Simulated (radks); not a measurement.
Values are calculated unless marked as measured or tabulated.
Problem. These are the eigenvalues of the occupied orbitals of an atom or ion with whole-number occupations (eV). Code: a radial shooting solver on a logarithmic mesh with Libxc functionals. Model: non-relativistic Kohn-Sham, r2SCAN, spin-polarised, spherical densities, point nucleus; meta-GGA in the generalised Kohn-Sham scheme.

1s up: -520.0920
1s down: -518.4481
2s up: -26.9330
2s down: -22.6987
2p up: -10.9623
2p down: -6.7918

Which element is it, and in what charge state? The configuration may be excited. Open shells, if any, are filled with parallel spins first.

Solution. Z = 8, oxygen, charge 0: O in [He] 2s2 2p4. The list shows which subshells hold electrons but not how many an open one holds; the 1s level, -19.113 hartree, gives Z - s = 6.2 by -(Z - s)^2/2, which with screening narrows Z to a few neighbours, and the depths of the outer levels then fix element, charge and occupations together.
